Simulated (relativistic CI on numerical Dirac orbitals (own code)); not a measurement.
Crystal-field levels of Ag⁴⁺, 4d7

Calculated by Dirac-Coulomb-Breit CI, separate exchange-only KLI orbitals for each configuration, a model potential for QED, valence Slater integrals scaled by 0.7, one configuration in a parametric crystal field (own radial code).

Field parameters in Wybourne normalisation: D4h B²₀ = −7Ds, B⁴₀ = 21(Dq − Dt), B⁴₄ = 21√(5/14) Dq. The field is a parameter set, without covalency.

S is read from ⟨S²⟩ = S(S + 1).

Levels (cm⁻¹, degeneracy): 0 (2), 1123 (2), 2580 (2), 2953 (2), 3904 (2), 6223 (2), 7226 (2), 8338 (2), 15032 (2), 15553 (2), 17027 (2), 17367 (2).

**Question.** Which field gives this pattern?
A. D4h, 10Dq = 18550, Ds = 3000, Dt = 230 cm⁻¹
B. D4h, 10Dq = 18550, Ds = -1090, Dt = 230 cm⁻¹
C. D4h, 10Dq = 18550, Ds = 550, Dt = 230 cm⁻¹
D. D4h, 10Dq = 18550, Ds = -680, Dt = 230 cm⁻¹

**Answer.** D. D4h, 10Dq = 18550, Ds = -680, Dt = 230 cm⁻¹, ground level with S = 0.85.
